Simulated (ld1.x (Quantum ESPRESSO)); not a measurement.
Reading a pseudo-wave (Cu (Z = 29))

Columns: radius, all-electron u(r) and pseudo u(r) of the 3d shell (level -5.04 eV) of copper in the configuration [Ar] 3d10 4s1 4p0; PBE, scalar-relativistic, TM scheme, ld1.x (Quantum ESPRESSO) 7.5.

```csv
r (bohr),all-electron,pseudo
0.253,0.5394,0.2747
0.506,0.9479,0.9731
0.759,0.9316,1.0102
1.012,0.7907,0.7958
1.265,0.6463,0.6463
1.518,0.5250,0.5250
1.771,0.4279,0.4279
2.024,0.3509,0.3509
2.277,0.2895,0.2895
2.530,0.2400,0.2400
2.783,0.1999,0.1999
3.036,0.1671,0.1671
3.289,0.1400,0.1400
3.542,0.1177,0.1177
3.795,0.0991,0.0991
4.048,0.0836,0.0836
4.301,0.0706,0.0706
4.554,0.0598,0.0598
4.807,0.0506,0.0506
5.060,0.0429,0.0429
5.313,0.0365,0.0365
5.566,0.0310,0.0310
5.819,0.0263,0.0263
6.072,0.0224,0.0224
6.325,0.0190,0.0190
6.578,0.0162,0.0162
```

Question: How many radial nodes do the two functions have?

Answer: The all-electron 3d function has n − l − 1 = 0; the pseudo-wave has 0.

Question: At about which radius was the pseudo-wave matched?

Answer: 1.24 bohr, where the columns begin to agree (steps of 0.25 bohr).

Question: Is the pseudo-wave norm-conserving?

Answer: Yes: the TM scheme keeps the norm inside the radius equal to the all-electron one, which fixes the energy derivative of the logarithmic derivative at the level.
